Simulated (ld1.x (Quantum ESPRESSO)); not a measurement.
# Configuration tests for B (ultrasoft)

- Element: boron
- Generator: ld1.x (Quantum ESPRESSO) 7.5
- Type: ultrasoft
- Functional: PBE
- Relativity: scalar-relativistic
- Frozen core: [He]
- Valence charge: 3
- Reference configuration: 2s1.5 2p0 (charge +1.5)
- Partial waves: 2s (bound): rcut 1.25, rcutus 1.35 bohr; 2s channel at 3.15 Ry: rcut 1.25, rcutus 1.35 bohr; 2p (bound, empty): rcut 1.75, rcutus 2.00 bohr; 2p channel at 1.15 Ry: rcut 1.75, rcutus 2.00 bohr; 3d channel at 0.1 Ry: rc 1.60 bohr
- Local potential: the d channel
- Core correction: none
- Augmentation charge: PSQ, inside the norm-conserving radii

Energies are relative to the spin-unpolarised reference configuration 2s1.5 2p0; without spin polarisation the order of configurations can differ from experiment.

```csv
valence configuration,charge,ΔE all-electron (eV),error AE − PS (meV)
2s2 2p1,0,-19.432,+57
2s2 2p0,+1,-11.213,+3.7
2s1 2p0,+2,14.210,+8.4
2s0 2p3,0,-7.711,+184
2s1 2p1,+1,-5.072,+52
2s1 2p2,0,-13.581,+114
```

(1) What are ΔE and the potential's error for 2s2 2p0.5?

Levels in the configuration 2s0 2p3:

```
level  all-electron (eV)  pseudo (eV)
   2p             -4.442       -4.476
```

## Answers

(1) ΔE = -16.545 eV all-electron; the error (AE − PS) is +30 meV.
